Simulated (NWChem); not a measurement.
# thionyl fluoride (SOF$_{2}$); SMILES O=S(F)F

Computed with NWChem. Pople sets run with spherical d functions. Coordinates come from a PBE0/def2-SVP optimisation. Total energies compare along this basis series because the functional is fixed.

| level | basis functions | energy (Ha) | highest occupied level (eV) | orbital gap (eV) | dipole (D) |
|---|---|---|---|---|---|
| PBE0/STO-3G | 24 | -664.1867 | -3.63 | 7.87 | 1.67 |
| PBE0/3-21G | 40 | -669.0683 | -8.91 | 8.05 | 2.14 |
| PBE0/6-31G* | 60 | -672.6269 | -9.42 | 8.35 | 1.78 |
| PBE0/6-31+G* | 76 | -672.6495 | -9.94 | 8.16 | 1.90 |
| PBE0/6-311G** | 80 | -672.7280 | -9.78 | 8.27 | 1.98 |
| PBE0/6-311++G** | 96 | -672.7401 | -10.05 | 8.13 | 2.00 |
